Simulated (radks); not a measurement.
Values are calculated unless marked as measured or tabulated.
Task: Radial electron density D(r) = 4 pi r^2 rho(r) of an atom or ion with 5 electrons. Code: a radial shooting solver on a logarithmic mesh with Libxc functionals. Model: scalar-relativistic Kohn-Sham, PBE, spin-polarised, spherical densities, finite nucleus; Fermi nuclear charge, rms radius of each element as measured or else 0.836 A^(1/3) + 0.57 fm.

```
   r/bohr * D(r) (the largest magnitude, 41.3, reaches the edge; | marks zero)
 0.002114 | *
 0.002327 |  *
 0.002562 |  *
  0.00282 |   *
 0.003104 |    *
 0.003417 |    *
 0.003761 |     *
  0.00414 |      *
 0.004557 |        *
 0.005016 |         *
 0.005521 |           *
 0.006078 |             *
 0.006637 |              *
 0.007306 |                 *
 0.008042 |                   *
 0.008852 |                      *
 0.009744 |                         *
  0.01073 |                            *
  0.01181 |                                *
    0.013 |                                   *
  0.01431 |                                       *
  0.01575 |                                          *
  0.01733 |                                             *
  0.01908 |                                                *
    0.021 |                                                   *
  0.02312 |                                                     *
  0.02545 |                                                      *
  0.02801 |                                                      *
  0.03083 |                                                     *
  0.03394 |                                                   *
  0.03736 |                                                 *
  0.04113 |                                             *
  0.04527 |                                         *
  0.04983 |                                    *
  0.05485 |                               *
  0.06038 |                           *
  0.06646 |                       *
  0.07316 |                     *
  0.08053 |                   *
  0.08864 |                   *
  0.09758 |                    *
   0.1074 |                     *
   0.1182 |                       *
   0.1301 |                        *
   0.1421 |                        *
   0.1564 |                        *
   0.1722 |                      *
   0.1895 |                   *
   0.2086 |               *
   0.2297 |           *
   0.2528 |        *
   0.2783 |     *
   0.3063 |  *
   0.3372 | *
   0.3712 |*
   0.4086 *
   0.4497 *
    0.495 *
   0.5449 *
   0.5998 *
```

What is the nuclear charge?

Result: Z = 35. The innermost maximum, from 1s, lies near gamma/Z bohr with gamma = sqrt(1 - (Z/c)^2) = 0.967, here 0.0276 bohr (found: 0.0273), and its height grows with Z. The density is that of the bromine ion Br30+ in [He] 2s2 2p1; the configuration itself is not fixed sharply by these data, and Z only to about a unit. D(r) has 2 maxima, at r = 0.0273, 0.141 bohr, and minima at 0.0865 bohr, inside which lie 2.19 electrons.
